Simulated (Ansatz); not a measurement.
A nudged elastic band was laid between two geometries of CH5ClOSi (9 atoms, charge 0, multiplicity 1).

These are results of UKS PBE0-D4/6-31G* in Ansatz, not measurements.

| Quantity | Value |
| --- | --- |
| movable images | 5 |
| climbing image | yes |
| spring | 5.0 eV/Å² |
| optimiser | quadratic models (default) |
| start path | through a guess of the saddle point |
| force threshold | 0.05 eV/Å |
| iteration limit | 60 |
| end points | relaxed |

Image 0:

```xyz
9
Properties=species:S:1:pos:R:3
Si -0.444 0.582 -0.152
C 1.092 -0.405 0.219
O -1.563 -0.247 -1.039
H -1.900 -1.071 -0.667
H -0.177 1.813 -0.925
Cl -1.253 1.154 1.674
H 1.564 -0.741 -0.711
H 1.816 0.203 0.772
H 0.866 -1.287 0.829
```

Image 6:

```xyz
9
Properties=species:S:1:pos:R:3
Si -1.277 1.184 -0.332
C 1.001 -1.016 0.140
O -2.298 0.249 -0.961
H 0.010 -1.313 -0.219
H -0.127 1.820 -1.008
Cl -1.325 1.862 1.585
H 1.579 -0.586 -0.681
H 0.922 -0.294 0.960
H 1.513 -1.905 0.518
```

(1) Which bonds break or form, and what moves?

(2) Give the energies along the band, and the barrier.

(3) What is the geometry of the highest image?

## Answers

(1) Bonds broken: Si1–C2, O3–H4. Bonds formed: C2–H4. CH5ClOSi becomes CH4 + ClHOSi.

(2) The forces met the threshold. The highest image is number 3 of 0 to 6, 2.99 eV above the first end and 1.13 eV above the last; the last end lies 1.86 eV above the first. Neighbouring images differ by up to 2.2 eV, so the band resolves the path poorly. A vibrational analysis at the climbing image gives 2 clearly imaginary modes (1493i, 80i cm⁻¹): a point of higher order, so a lower path passes nearby. The orbitals stay closed-shell, which can raise the energy where a bond breaks towards radicals; this wasn't checked here.

```tsv
image	path coordinate (Å)	energy (eV)	Si1–C2 (Å)	O3–H4 (Å)	C2–H4 (Å)
0	0.00	0.00	1.86	0.96	3.19
1	0.69	0.07	1.86	0.97	2.71
2	1.37	0.83	1.90	0.99	1.99
3	2.06	2.99	2.11	1.45	1.33
4	2.77	2.06	2.62	2.13	1.11
5	3.49	1.87	3.12	2.68	1.10
6	4.21	1.86	3.20	2.88	1.09
```

(3) 
```xyz
9
Properties=species:S:1:pos:R:3
Si -0.805 0.726 -0.181
C 0.793 -0.628 0.068
O -1.727 -0.367 -0.828
H -0.416 -0.858 -0.446
H -0.121 1.812 -0.919
Cl -1.188 1.460 1.698
H 1.457 -0.716 -0.795
H 1.222 0.123 0.747
H 0.785 -1.553 0.656
```

The run took 2.2 min on 2 threads of Arm Neoverse V1 (shared host), peak memory 0.22 GiB.
